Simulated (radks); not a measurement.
Results of a calculation; reference values are marked as such.
Q: All-electron atom: As IV in [Ar] 3d10 4p(up 0.5, down 0.5) 4s(up 0.75, down 0.25) (fractional occupations, a model configuration). Code: a radial shooting solver on a logarithmic mesh with Libxc functionals. Model: non-relativistic Kohn-Sham, LDA (Slater exchange, Perdew-Wang correlation), spin-polarised, spherical densities, point nucleus. Some entries of the table are withheld. Estimate them.

orbital,occ.,eigenvalue (eV),r(max) (bohr),<r> (bohr)
1s up,1,-11556.22,0.03066,0.04644
1s down,1,-11556.17,0.03066,0.04644
2s up,1,-1480.807,0.1739,0.2070
2s down,1,-1480.776,0.1739,0.2070
2p up,3,-1329.435,0.1378,0.1789
2p down,3,-1329.401,0.1378,0.1789
3s up,1,-219.0673,0.5316,0.6101
3s down,1,-218.9970,0.5316,0.6100
3p up,3,-167.9182,0.5249,0.6219
3p down,3,-167.8376,0.5249,0.6216
3d up,5,-77.7228,(1),0.6692
3d down,5,-77.6001,(2),0.6676
4s up,0.75,-45.2893,(3),(4)
4s down,0.25,-44.6327,(5),(6)
4p up,0.5,-34.2013,1.743,1.993
4p down,0.5,-33.5931,1.746,2.005

A: 
(1) 3d up r(max) (bohr): 0.4738
(2) 3d down r(max) (bohr): 0.4736
(3) 4s up r(max) (bohr): 1.549
(4) 4s up <r> (bohr): 1.753
(5) 4s down r(max) (bohr): 1.547
(6) 4s down <r> (bohr): 1.756
